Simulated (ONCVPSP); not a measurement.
# germanium, ONCV: configuration errors across variants

Ge, optimised norm-conserving Vanderbilt (ONCV), made with ONCVPSP 4.0.1 (PBE, fully relativistic). Core [Ar] 3d10, reference 4s2 4p2. Waves: 4s: rc 1.80 bohr, ncon 4, nbas 9, qcut 3.8 1/bohr, 2 projectors, debl 3 Ha; 4p: rc 2.50 bohr, ncon 4, nbas 8, qcut 3.3 1/bohr, 1 projector; d scattering state at 0.25 Ha: rc 2.20 bohr, ncon 5, nbas 9, qcut 4.9 1/bohr, 2 projectors, debl 1 Ha. Local part: polynomial inside 1.25 bohr (lpopt 5, dvloc0 0 Ha). Core correction: Teter function, fcfact 4.75, rcfact 1.45.

Open shells are filled in proportion to 2j + 1.

All-electron excitation energies from the reference (eV): (1) 4s2 4p1 7.446; (2) 4s2 4p0 22.889; (3) 4s1 4p0 57.680; (4) 4s0 4p4 16.189.

2 further variants failed, have other tests or too few solved ones, and are left out.

A true bound ghost makes a file unfit for plane-wave use even where its test errors are small: the radial tests pick states by their node count and pass the ghost by.

Errors AE − PS in meV (a dash: test not solved or not reliable):

| change | (1) | (2) | (3) | (4) | bound ghosts | GHOST(+) flags above zero |
| --- | --- | --- | --- | --- | --- | --- |
| base | -13 | -131 | -522 | -11 | d5/2, d3/2 | s |
| s: rc 2.66 | -11 | -115 | -593 | -138 | d5/2, d3/2 | s |
| d: debl 0.25 | -13 | -131 | -522 | -11 | d5/2, d3/2 | s |
| all radii but the core radius scaled by about 1.23 (s 2.22, p 3.08, d 2.70 bohr); local potential polynomial inside 1.54 bohr (lpopt 5, dvloc0 0 Ha) | -15 | -149 | -599 | -39 | none | s |
| s: qcut 3.5; p: qcut 3.1; d: qcut 4.6 | -13 | -132 | -528 | -15 | d5/2, d3/2 | s |
| p: nproj 3 | -15 | -132 | -525 | -21 | d5/2, d3/2 | s |

Give the same row for: core correction Teter function, fcfact 4.75, rcfact 1.3.

-1.3, -44, -239, +8.8; bound ghosts: d5/2, d3/2; GHOST(+) flags above zero: s.
